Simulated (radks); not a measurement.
These are the eigenvalues of the occupied orbitals of an atom or ion with whole-number occupations (hartree). All-electron calculation, Dirac Kohn-Sham, PBE, spin-unpolarised, spherical densities, finite nucleus; Fermi nuclear charge, rms radius of each element as measured or else 0.836 A^(1/3) + 0.57 fm. Program: a radial shooting solver on a logarithmic mesh with Libxc functionals.

| orbital | eigenvalue |
|---|---|
| 1s1/2 | -406.6338 |
| 2s1/2 | -75.63060 |
| 2p1/2 | -70.61677 |
| 2p3/2 | -69.56397 |
| 3s1/2 | -28.94825 |

Which element is it, and in what charge state? The configuration may be excited. Open shells, if any, fill j = l - 1/2 first.

Answer. Z = 31, gallium, charge +20: Ga20+ in [Ne] 3s1. The list shows which subshells hold electrons but not how many an open one holds; the 1s level, -406.63 hartree, gives Z - s = 28.5 by -(Z - s)^2/2, which with screening and relativity narrows Z to a few neighbours, and the depths of the outer levels then fix element, charge and occupations together.
